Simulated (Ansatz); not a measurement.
Cartesian coordinates (Å):
SMILES: FCS
```xyz
6

F     -0.9027     1.2478    -0.0570
C     -0.4732    -0.0690     0.0309
S      1.1345    -0.3355    -0.7364
H     -0.4501    -0.3416     1.0840
H     -1.1813    -0.6957    -0.5105
H      1.8683     0.2104     0.2476
```
Charge 0, multiplicity 1.

Computed with Ansatz (a program for electronic structure) with frozen-core CCSD(T)/cc-pVTZ // B3LYP-D3(BJ)/def2-TZVP.

The HF energy is -536.64122 Ha and the MP2 correlation energy comes out as -0.60298 Ha.

**Question.** Estimate the CCSD correlation energy, the (T) correction, the total energy and the T1 diagnostic.

**Answer.** 
| Property | Result |
|---|---|
| CCSD correlation energy | -0.63149 Ha |
| (T) correction | -0.02325 Ha |
| CCSD(T) total energy | -537.29597 Ha |
| T1 diagnostic | 0.011 |
